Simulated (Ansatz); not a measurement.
The same atomization along the group B, Al, Ga, In.

Gas-phase electronic energies from Ansatz, PBE0-D4/def2-TZVP geometries. CCSD(T)/CBS is the MP2 limit (def2-TZVPP, def2-QZVPP) plus CCSD(T) − MP2 in def2-TZVPP, frozen cores. Small cases extrapolate CCSD(T) itself. No spin–orbit coupling; open shells (•) take unrestricted orbitals. Spin–orbit coupling would lower the free atoms: a little for Al, B; clearly for Ga; strongly for In. def2 core potentials past Kr. For Ga, In outer-core shells are correlated without core-valence functions, so the limit isn't a true one: a few kJ/mol of doubt a bond, and 10 to 20 or more in all where bonds break to atoms. Scalar relativity is left out up to krypton.

Question: Order these by ΔE at CCSD(T)/CBS, lowest first. (An estimate is asked.)
A. `BN` → 4 H• + B• + N•
B. `[NH2][GaH2]` → 4 H• + Ga• + N•
C. `[NH2][InH2]` → 4 H• + In• + N•
D. `[NH2][AlH2]` → 4 H• + Al• + N•

Answer: C (+1535.0 kJ/mol), B (+1667.4 kJ/mol), D (+1769.2 kJ/mol), A (+2092.1 kJ/mol).

Largest T1 diagnostic: 0.018, for Al•.

Extrapolated directly: `BN` → 4 H• + B• + N•; `[NH2][AlH2]` → 4 H• + Al• + N•.

For atomizations the MP2-based limit and the directly extrapolated one differ by several kJ/mol either way, and by 10 to 25 for some Ge, Se and Sn compounds, so smaller differences from it don't rank the levels.
